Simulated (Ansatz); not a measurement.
System: C2H8BN2 (charge 0, doublet). It need not be the lowest isomer of its formula. 
Structure (B3LYP-D3(BJ)/def2-TZVP (Ansatz, a program for electronic structure) minimum search):
```
B
N 1 1.4116
H 2 1.0049 1 121.14
H 2 1.0051 3 114.21 1 -180.00
N 1 1.4176 2 121.54 3 -180.00
H 5 1.0041 1 122.39 2 180.00
H 5 1.0052 6 113.39 1 180.00
C 1 1.6084 2 120.16 3 0.00
H 8 1.0972 1 106.64 2 -123.49
H 8 1.0972 9 106.09 1 113.40
C 8 1.4801 9 110.22 10 119.31
H 11 1.0817 8 121.20 9 -150.93
H 11 1.0817 12 117.41 8 175.09
```
Charge 0, spin multiplicity 2.

Total electronic energies in hartree. Cores are frozen in the correlated levels unless marked. Open shells are spin-unrestricted. Spin-orbit coupling is left out. Non-relativistic. Basis-set limits of correlation are two-point, X^-3; Hartree-Fock from the larger set.

```
level                                program  energy (Eh)
----------------------------  --------------  -----------
PBE0/def2-QZVPP                       Ansatz   -215.25544
r2SCAN0/def2-TZVPD                    Ansatz          [?]
B2PLYP-D4/def2-TZVPD          Ansatz + dftd4   -215.31132
B2PLYP/def2-TZVPD                     Ansatz   -215.30547
PBE-QIDH/def2-TZVPD                   Ansatz   -215.20231
RPA@PBE/cc-pVTZ                       Ansatz          [?]
MP2/6-31G*                            Ansatz   -214.65418
MP2/cc-pVTZ                           Ansatz   -214.95694
CCSD(T)/CBS(cc-pVTZ,cc-pVQZ)          Ansatz    -215.1405
```

Question: Some entries are withheld; supply them.

Answer: 
- r2SCAN0/def2-TZVPD, energy (Eh): -215.35526
- RPA@PBE/cc-pVTZ, energy (Eh): -215.46991
